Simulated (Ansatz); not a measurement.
Computed with Ansatz on PBE0-D4/def2-TZVP structures; ΔE is electronic, products minus reactants. CBS: MP2 limit from def2 TZ/QZ plus the TZ coupled-cluster correction, frozen cores. This one scheme is used for every species. Functionals use def2-TZVPP. B3LYP here is the variant with VWN-RPA as its local correlation; programs differ in this. def2 core potentials past Kr. For Sn outer-core shells are correlated without core-valence functions, which leaves a few kJ/mol of doubt a bond. Each species was taken in one conformer, which may not be the lowest.

Consider the formal exchange of groups at the Sn–F bond: `[NH2][SnH2][F]` + `C=CCC[SiH3]` → `[NH2][SnH2][CH2][SiH3]` + `C=CCF`.

| level | ΔE (kJ/mol) |
| --- | --- |
| B3LYP-D4 | 112.9 |
| r2SCAN | 111.8 |
| HF/def2-TZVPP | 112.7 |
| CCSD/CBS(def2) | 113.9 |

Task: What does CCSD(T)/CBS give? (Estimate.)

Result: Computed: +113.4 kJ/mol. The listed levels differ from it by -0.5, -1.6, -0.7, 0.5 kJ/mol.

Largest T1 diagnostic among the species: 0.013.
